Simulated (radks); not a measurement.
Pb II, configuration [Hg] 7p1 (not the ground configuration).

All-electron calculation, scalar-relativistic Kohn-Sham, SCAN, spin-unpolarised, spherical densities, finite nucleus; meta-GGA in the generalised Kohn-Sham scheme; Fermi nuclear charge, rms radius 5.5012 fm. Program: a radial shooting solver on a logarithmic mesh with Libxc functionals.

Energy parts (eV):
| part | energy |
|---|---|
| total | -568138.85 |
| kinetic | 641733.12 |
| electron-nucleus | -1417125.77 |
| Hartree | 217799.10 |
| exchange-correlation | -10545.30 |

Orbitals (lengths in bohr, moments of r in powers of bohr):
| orbital | occ. | eigenvalue (eV) | <1/r> | <r^4> |
|---|---|---|---|---|
| 1s | 2 | -88191.34 | 101.3 | 3.540e-07 |
| 2s | 2 | -15814.93 | 23.81 | 0.00005101 |
| 2p | 6 | -13567.27 | 20.91 | 0.00004238 |
| 3s | 2 | -3819.405 | 8.831 | 0.001826 |
| 3p | 6 | -3171.381 | 7.984 | 0.002042 |
| 3d | 10 | -2507.948 | 7.484 | 0.001574 |
| 4s | 2 | -881.1669 | 3.796 | 0.03982 |
| 4p | 6 | -667.8439 | 3.416 | 0.05348 |
| 4d | 10 | -419.6718 | 3.070 | 0.07222 |
| 5s | 2 | -159.2614 | 1.589 | 0.9666 |
| 4f | 14 | -146.7869 | 2.675 | 0.1194 |
| 5p | 6 | -100.3525 | 1.363 | 1.723 |
| 5d | 10 | -34.0032 | 1.016 | 6.419 |
| 6s | 2 | -23.5640 | 0.5834 | 41.94 |
| 7p | 1 | -4.3826 | 0.1748 | 4121 |

The highest occupied level is 7p at -4.383 eV. Summed over all electrons, <r^2> = 100.7 bohr^2, which gives a Langevin (diamagnetic) susceptibility term of -79.8 x 10^-6 cm^3/mol. The electron density at the nucleus is 2.954e+06 e/bohr^3 (large components only). The density falls to 0.001 e/bohr^3 at r = 3.69 bohr.
